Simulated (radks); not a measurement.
Isoelectronic series with 17 electrons, each ion in its NIST ground configuration. Method: Dirac Kohn-Sham, PBEsol, spin-unpolarised, spherical densities, point nucleus; open shells are shared between the two j in proportion to 2j + 1; computed with a radial shooting solver on a logarithmic mesh with Libxc functionals. Total energies (hartree) and mean radii <r> (bohr):

ion    configuration  E (hartree)   3p3/2   3p1/2
Cl      [Ne] 3s2 3p5   -460.74230   1.847   1.836
Ar+     [Ne] 3s2 3p5   -527.89769   1.555   1.547
K2+     [Ne] 3s2 3p5   -599.96156   1.356   1.349
Ca3+    [Ne] 3s2 3p5   -676.93094   1.208   1.201
Sc4+    [Ne] 3s2 3p5   -758.80902   1.091   1.085
Ti5+    [Ne] 3s2 3p5   -845.60253  0.9968  0.9908
V6+     [Ne] 3s2 3p5   -937.32068  0.9183  0.9125
Cr7+    [Ne] 3s2 3p5  -1033.97448  0.8519  0.8461
Mn8+    [Ne] 3s2 3p5  -1135.57642  0.7948  0.7891
Fe9+    [Ne] 3s2 3p5  -1242.14030  0.7452  0.7394
Co10+   [Ne] 3s2 3p5  -1353.68106  0.7016  0.6958
Ni11+   [Ne] 3s2 3p5  -1470.21471  0.6629  0.6571
Cu12+   [Ne] 3s2 3p5  -1591.75827  0.6284  0.6225
Zn13+   [Ne] 3s2 3p5  -1718.32978  0.5973  0.5914
Ga14+   [Ne] 3s2 3p5  -1849.94822  0.5693  0.5633
Ge15+   [Ne] 3s2 3p5  -1986.63356  0.5438  0.5377
As16+   [Ne] 3s2 3p5  -2128.40672  0.5205  0.5143
Se17+   [Ne] 3s2 3p5  -2275.28960  0.4991  0.4928
Br18+   [Ne] 3s2 3p5  -2427.30506  0.4794  0.4731
Kr19+   [Ne] 3s2 3p5  -2584.47698  0.4612  0.4548
